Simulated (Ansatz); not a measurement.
Compare A (`O[SiH2]C(O)[SiH3]`) with its isomer B (`O[SiH2]OC[SiH3]`).

Computed with Ansatz on PBE0-D4/def2-TZVP structures; ΔE is electronic, products minus reactants. CCSD(T)/CBS is the MP2 limit (def2-TZVPP, def2-QZVPP) plus CCSD(T) − MP2 in def2-TZVPP, frozen cores. DFT in def2-TZVPP. B3LYP here is the variant with VWN-RPA as its local correlation; programs differ in this. One conformer a species, not always the lowest.

(1) Which is lower in electronic energy at CCSD(T)/CBS, and by how much? (An estimate is asked.)

(2) Give E(B) − E(A) in kcal/mol with PBE0-D4, B3LYP, CCSD(T)/def2-TZVPP, PBE-D4, r2SCAN-D4, B3LYP-D4, ωB97M-V. (Estimate.)

Largest T1 diagnostic: 0.012.

Results:

(1) The calculation gave: B, by 25.7 kcal/mol.

(2) Ansatz gave: PBE0-D4 -24.0, B3LYP -27.1, CCSD(T)/def2-TZVPP -25.9, PBE-D4 -22.9, r2SCAN-D4 -25.4, B3LYP-D4 -26.4, ωB97M-V -25.3. None reverses the order clearly.

From PBE to PBE0 (25 % exact exchange), in def2-TZVPP and without D4, E(B) − E(A) moves by −1.1 kcal/mol. In def2-TZVPP, CCSD(T) changes the Hartree–Fock value by +5.0 kcal/mol (the triples alone add +0.7 kcal/mol) and MP2 by +4.6 kcal/mol.
